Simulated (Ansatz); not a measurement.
Mulliken charges of `N[SiH](F)CF` from r2SCAN/def2-TZVPP in Ansatz (PBE0-D4/def2-TZVP geometry).

| atom | x (Å) | y (Å) | z (Å) | charge (e) |
| --- | --- | --- | --- | --- |
| N1 | -1.209 | -0.233 | 0.994 | -0.456 |
| Si2 | 0.392 | -0.426 | 0.481 | 0.669 |
| F3 | 1.485 | 0.271 | 1.426 | -0.329 |
| C4 | 0.517 | 0.379 | -1.220 | 0.020 |
| F5 | -0.234 | 1.557 | -1.233 | -0.255 |
| H6 | -1.585 | -0.704 | 1.798 | 0.160 |
| H7 | -1.708 | 0.616 | 0.780 | 0.175 |
| H8 | 0.754 | -1.862 | 0.458 | -0.109 |
| H9 | 0.121 | -0.282 | -1.998 | 0.062 |
| H10 | 1.549 | 0.632 | -1.483 | 0.063 |

Task: By hand: the dipole of these point charges (1 e Å = 4.8032 D).

Result: Σ q r = (-0.135, -0.437, -0.154) e Å, of length 0.483 e Å = 2.32 D.

Task: How does the dipole of the full density compare? (Estimate.)

Result: Ansatz gave: (-0.214, -0.259, -0.020) e Å, 1.62 D; the point charges give 1.43 times that, at 27° from its direction.

Point charges leave out the atoms' own dipoles, such as those of lone pairs, and Mulliken's split depends on the basis, so the two needn't agree.
